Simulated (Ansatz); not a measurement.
Cost and result up the ladder for Co2Si5 (7 atoms). The state is a singlet with charge 0. Geometry: PBE-D4/def2-SVP.

Cartesian coordinates in Å:
```
Co 0.3430 0.1280 -1.7666
Co -0.5742 1.0411 1.3569
Si -1.4387 -0.4043 -0.3074
Si -0.3446 1.7934 -0.6252
Si -0.0387 -1.1484 1.5977
Si 1.4460 0.3720 0.3185
Si 0.6071 -1.7818 -0.5738
```

Ansatz on 4 threads of Arm Neoverse V2 on a shared host. Times are rough, and most runs start from the orbitals of an earlier one. PBE0-D4/def2-TZVP serves as the yardstick here, not as an exact answer. Binding counts from free atoms at the same level (Co quartet, Si triplet; other spins of the atoms weren't run), without zero-point energy or a counterpoise term.

No other spin state of charge 0 was run. Another isomer (quintet) lies 1.27 eV lower at PBE0-D4/def2-TZVP; other spin states weren't run for this one.

| level | functions | wall time | binding energy per atom (eV) | difference from PBE0-D4/def2-TZVP (eV) | remarks |
| --- | --- | --- | --- | --- | --- |
| LDA (SPW92)/def2-TZVP | 275 | 3.4 s | 4.28 | 1.43 | restricted, untested |
| PBE-D4/def2-TZVP (with forces) | 275 | 8 s | 3.58 | 0.74 | restricted, untested |
| r2SCAN-D4/def2-TZVP | 275 | 17 s | 3.28 | 0.43 | restricted, untested |
| r2SCANh-D4/def2-TZVP | 275 | 26 s | 3.01 | 0.16 | – |
| PBE0-D4/def2-TZVP | 275 | 29 s | 2.85 | 0.00 | – |
